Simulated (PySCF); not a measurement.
Level of theory: PBE-D3(BJ)/def2-TZVP // BP86-D3(BJ)/def2-SVP (PySCF). All species are isolated molecules in the gas phase. 

Reference species: [Hf(Br)4] (neutral, multiplicity 1).

```json
{
 "charge on the central atom (Mulliken)": "1.04 e",
 "HOMO–LUMO gap": "4.46 eV",
 "mean_distance_from_the_central_atom_to_its_bonded_neighbours": "2.483 Å",
 "coordination_number": "4"
}
```

Changed species: [Hf(Cl)4] (0 of 4 Cl replaced by Br; the reference has 4 of 4 Cl replaced by Br).

Task: Predict the effect on the charge on the central atom (Mulliken), HOMO–LUMO gap, mean distance from the central atom to its bonded neighbours and coordination number.

Result: the charge on the central atom (Mulliken) rises by 0.05 e, to 1.09 e; the HOMO–LUMO gap goes up by 0.80 eV, to 5.26 eV; the mean distance from the central atom to its bonded neighbours decreases by 0.145 Å, to 2.338 Å; the coordination number stays essentially unchanged.
